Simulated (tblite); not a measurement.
C6H6O.
SMILES: `C1[C@H]2C=C[C@@H](C=1)O2`

Calculated harmonic vibrations of the isolated species, GFN2-xTB (tblite), most abundant isotopes, no scaling. Against measured fundamentals such values can be off by several per cent, at times by over 20.

Harmonic wavenumbers (cm⁻¹): 420.6, 422.4, 530.7, 609.8, 720.7, 744.1, 801.4, 805.8, 814.0, 826.1, 857.7, 912.2, 933.8, 940.5, 950.0, 982.4, 1028.7, 1053.0, 1111.2, 1147.4, 1163.1, 1173.3, 1202.7, 1223.5, 1235.9, 1630.8, 1661.3, 3043.0, 3044.9, 3162.2, 3163.7, 3180.0, 3181.1.

A = 4568, B = 3818, C = 3408 MHz; mass 94.042 u (most abundant isotopes); point group C2v, symmetry number 2.

Q: Zero-point energy?

A: Half the sum of the wavenumbers: 22339 cm⁻¹ = 267.24 kJ/mol.

Q: Entropy at 400 K, 1 bar (ideal gas, RRHO, classical rotation)?

A: Translation 171.63, rotation 107.08, vibration 45.24: S = 324.0 J/(mol K).

Q: And Cp and H(400 K) − H(0)?

A: Cp = 129.74 J/(mol K), of which vibrations give 96.49 (their classical limit is 33 R = 274.4); H(400 K) − H(0) = 26.35 kJ/mol without the zero-point energy, 13.04 from vibrations.

Q: What must be added to the electronic energy to get the Gibbs energy at 400 K and 1 bar?

A: ZPE + [H(400 K) − H(0)] − T·S = 267.24 + 26.35 − 129.58 = 164.01 kJ/mol.

Q: How do the functions run with temperature in this model?

A: 
```json
{"T (K)": "100", "S (J/(mol K))": "232.9", "Cp (J/(mol K))": "35.1", "H − H(0) (kJ/mol)": "3.35", "G − H(0) (kJ/mol)": "-19.94", "ln q(vib)": "0.01"}
{"T (K)": "200", "S (J/(mol K))": "262.4", "Cp (J/(mol K))": "56.2", "H − H(0) (kJ/mol)": "7.72", "G − H(0) (kJ/mol)": "-44.76", "ln q(vib)": "0.17"}
{"T (K)": "300", "S (J/(mol K))": "292.0", "Cp (J/(mol K))": "93.3", "H − H(0) (kJ/mol)": "15.15", "G − H(0) (kJ/mol)": "-72.45", "ln q(vib)": "0.67"}
{"T (K)": "500", "S (J/(mol K))": "356.2", "Cp (J/(mol K))": "159.1", "H − H(0) (kJ/mol)": "40.85", "G − H(0) (kJ/mol)": "-137.25", "ln q(vib)": "2.60"}
{"T (K)": "800", "S (J/(mol K))": "444.3", "Cp (J/(mol K))": "213.6", "H − H(0) (kJ/mol)": "97.70", "G − H(0) (kJ/mol)": "-257.71", "ln q(vib)": "6.45"}
{"T (K)": "1000", "S (J/(mol K))": "494.4", "Cp (J/(mol K))": "235.0", "H − H(0) (kJ/mol)": "142.70", "G − H(0) (kJ/mol)": "-351.68", "ln q(vib)": "9.11"}
```

q(vib) and H(0) count from the zero-point level.

Q: Which modes carry the vibrational entropy at 400 K?

A: 420.6 cm⁻¹: 5.62; 422.4 cm⁻¹: 5.59; 530.7 cm⁻¹: 4.10; 609.8 cm⁻¹: 3.27; 720.7 cm⁻¹: 2.39; 744.1 cm⁻¹: 2.24 J/(mol K); the other 27 give 22.03 together.
